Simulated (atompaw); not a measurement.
# What one change does to a pseudopotential (W, PAW (atompaw))

atompaw 4.2.0.5 input, output lines left out:

```
W 74
GGA-PBE scalarrelativistic loggrid 2001 logderivrange -2 5 176
6 6 5 4 0 0
6 0 1.5
6 1 0.5
5 2 4
0 0 0
c
c
c
c
c
v
c
c
c
c
v
c
c
v
c
2
2.60 2.25 2.20 1.55
y
0.1
n
y
0.3
n
y
2.7
n
custom polynom gramschmidtortho gaussian
bessel
2.15
2.15
2.60
2.60
2.60
2.60
```

Change: augmentation gaussian compensation charge, radius 2.25 bohr; PAW radius 2.60 bohr; waves and projectors: custom polynom2 7 10 vanderbiltortho.

Cutoffs: the cutoffs (Ry, on a coarse ladder) from which the occupation-weighted sum of valence levels, in a spherical-Bessel basis at the reference potential, stays within 10 and 1 mRy of its value at 400 Ry; they do not see the model core or the augmentation charge, which bear on the density cutoff.

**Question.** What does the change do?

**Answer.** The potential gets harder (15 Ry and 25 Ry → 30 Ry and 70 Ry); both files keep a bound ghost (p, s).

```tsv
quantity	base	changed
cutoff, loose	15 Ry	30 Ry
cutoff, tight	25 Ry	70 Ry
loose cutoff by channel (10 mRy a level)	s 10 Ry, p 8 Ry, d 12 Ry	s 8 Ry, p 6 Ry, d 18 Ry
bound ghosts	s, p	s, p
s: phases at 2.60 bohr within 0.05 rad from the reference energy up to (Ry; the scan ends near 5)	to the end of the scan	to the end of the scan
p: phases at 2.60 bohr within 0.05 rad from the reference energy up to (Ry; the scan ends near 5)	to the end of the scan	4.8
d: phases at 2.60 bohr within 0.05 rad from the reference energy up to (Ry; the scan ends near 5)	to the end of the scan	to the end of the scan
lowest overlap eigenvalue by channel	s 0.58, p 0.65, d 0.89	s 0.42, p 0.85, d 0.90
```

 A true bound ghost makes a file unfit for plane-wave use even where its test errors are small: the radial tests pick states by their node count and pass the ghost by. The cutoffs see the waves, projectors and local potential, not the compensation charge or the core.
